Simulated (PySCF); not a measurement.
Compound: C8H9Cl.
SMILES: `C1(=C(C#C)Cl)CCCC1`

The closed-shell ground state was solved at several levels (PySCF, density fitting, gas phase, non-relativistic). One conformer (not necessarily the lowest) at the PBE0-D3(BJ)/def2-SVP geometry, without solvent, vibrations or thermal averaging.

| level | basis functions | total energy (Eh) | HOMO (eV) | LUMO (eV) | gap (eV) | dipole (D) |
| --- | --- | --- | --- | --- | --- | --- |
| B3LYP/pcSseg-1 | 205 | -770.3539 | -6.41 | -1.13 | 5.28 | 2.32 |
| B3LYP/def2-SVPD | 259 | -770.0579 | -6.43 | -1.18 | 5.25 | 2.41 |

Problem. What might PBE0/pcSseg-1 (205 basis functions) give for the same quantities?

Solution. Total energy -769.8011 Eh, HOMO -6.63 eV, LUMO -0.96 eV, gap 5.67 eV, dipole 2.40 D.

Problem. Over all these levels, which gives the widest orbital gap and which the narrowest?

Solution. PBE0/pcSseg-1 (global hybrid, 25 % exact exchange) has the widest, 5.67 eV, and B3LYP/def2-SVPD (global hybrid, 20 % exact exchange) the narrowest, 5.25 eV. Functional and basis both differ between the two, so the spread mixes both effects.

Problem. How far do the dipole and the HOMO energy spread over the levels?

Solution. The dipole runs from 2.32 to 2.41 D (mean 2.38 D) and the HOMO from -6.63 to -6.41 eV.
